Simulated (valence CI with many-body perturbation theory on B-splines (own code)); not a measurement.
The numbers below are computed, except where a source is named.
## F3+: input, log and results

The program does CI of the valence electrons with many-body perturbation theory for a frozen closed Dirac-Fock core.

Command, and the settings that its task file holds:

```sh
python run_cv.py task.json out
```

```
atom F  Z=9  mass_number=19  rms_radius_fm=2.8976
core [He]
valence 2s2 2p2
avg = 1
basis = S
breit = 1
cap = 10000
capref = 1200
cscale = 1
de = 0.0
dress = 0
eps = 2e-08
extrap = 1
h = 0.27
hh = 1
l2 = 3
lcore = 6
maxit = 60
n2 = 5
natural = 1
nlev = 21
nno = [3, 3, 3, 2, 1]
nroot = 26
ns = 2
nsp = [3, 3, 2, 1, 0]
pt2 = 1
qed = 1
rpa = 1
s1 = 1
s2 = 1
s3 = 1
screen = 1
tol = 2e-05
whole = 1
```

Log. The first blocks belong to the next ion, which gives the ionisation energy. Fields: 2J, parity (1 odd), roots, reference size, generating configurations, candidates as configurations/state functions, variational space P, stored matrix elements, Davidson steps; e2 is the range of second-order energies in hartree. The first line gives the box (bohr), its intervals, the orbitals and the steps of their self-consistent field. Window is the range of levels sought, series limit the energy at which the first omitted orbital would enter, core excitation an estimate of the first excitation out of the core, left out the lowest levels not solved, and shifts from estimates the range by which levels moved from their first estimate, all in cm⁻¹.

```
rmax 14.6 intervals 65 orbitals 36 references ['2s2 2p2', '2s 2p3'] scf 7 t 0.7
2J=1 par=1 roots 2 ref 40 generators 8 cand 680/958 P 712/998 nnz 0 it 0
2J=1 par=1 roots 2 ref 40 generators 30 cand 1379/2055 P 2091/3053 nnz 1.1e+06 it 6
   second order: generators 63 cand 942/1396 e2 -0.00001 -0.00000
2J=3 par=1 roots 2 ref 61 generators 10 cand 483/933 P 523/994 nnz 0 it 0
2J=3 par=1 roots 2 ref 61 generators 31 cand 1143/2386 P 1666/3380 nnz 1.5e+06 it 6
   second order: generators 53 cand 1958/4009 e2 -0.00002 -0.00001
reference levels 382, estimated 132, window 417209 1/cm; series limit 617113, core excitation 5655063
2J=0 par=0 roots 5 ref 24 generators 25 cand 682/1108 P 2540/3855 nnz 1e+06 it 6
2J=0 par=0 roots 5 ref 24 generators 70 cand 3856/6834 P 6396/10689 nnz 5.1e+06 it 9
   second order: generators 177 cand 14317/26306 e2 -0.00021 -0.00004
2J=2 par=0 roots 3 ref 49 generators 24 cand 321/960 P 1244/3469 nnz 1.3e+06 it 6
2J=2 par=0 roots 3 ref 49 generators 66 cand 1774/6543 P 3018/10012 nnz 7.4e+06 it 8
   second order: generators 142 cand 18949/83687 e2 -0.00064 -0.00020
2J=4 par=0 roots 5 ref 55 generators 23 cand 296/1011 P 1199/3557 nnz 1.5e+06 it 5
2J=4 par=0 roots 5 ref 55 generators 66 cand 1458/6401 P 2657/9958 nnz 8e+06 it 7
   second order: generators 167 cand 20368/120727 e2 -0.00120 -0.00024
2J=4 par=1 roots 6 ref 57 generators 30 cand 273/1003 P 1144/3577 nnz 1.6e+06 it 9
2J=4 par=1 roots 6 ref 57 generators 82 cand 1466/6405 P 2610/9982 nnz 8.1e+06 it 12
   second order: generators 177 cand 21529/128343 e2 -0.00117 -0.00011
2J=6 par=1 roots 2 ref 38 generators 14 cand 257/981 P 1118/3576 nnz 1.4e+06 it 5
2J=6 par=1 roots 2 ref 38 generators 50 cand 1390/6425 P 2508/10001 nnz 8.8e+06 it 6
   second order: generators 114 cand 18092/119093 e2 -0.00054 -0.00035
2J=2 par=1 roots 7 ref 53 generators 42 cand 344/1011 P 1322/3552 nnz 1.4e+06 it 11
2J=2 par=1 roots 7 ref 53 generators 97 cand 1801/6436 P 3123/9988 nnz 7.2e+06 it 10
   second order: generators 204 cand 19861/88246 e2 -0.00076 -0.00027
2J=0 par=1 roots 3 ref 20 generators 20 cand 965/1502 P 3086/4749 nnz 1.5e+06 it 5
2J=0 par=1 roots 3 ref 20 generators 57 cand 3560/5837 P 6646/10586 nnz 4.9e+06 it 7
   second order: generators 115 cand 12471/23976 e2 -0.00006 -0.00003
2J=6 par=0 roots 1 ref 36 generators 12 cand 365/1322 P 1186/3977 nnz 1.5e+06 it 5
2J=6 par=0 roots 1 ref 36 generators 23 cand 1610/6194 P 2796/10171 nnz 7.9e+06 it 7
   second order: generators 43 cand 10167/63354 e2 -0.00028 -0.00028
left out: unestimated 595539, estimated 452013, shifts from estimates -55 to 79
```

Task: What became of the run, and why?

Result: It gave no result: the setting left no core shell for the response of the core. The program said: "need at least one array to concatenate".
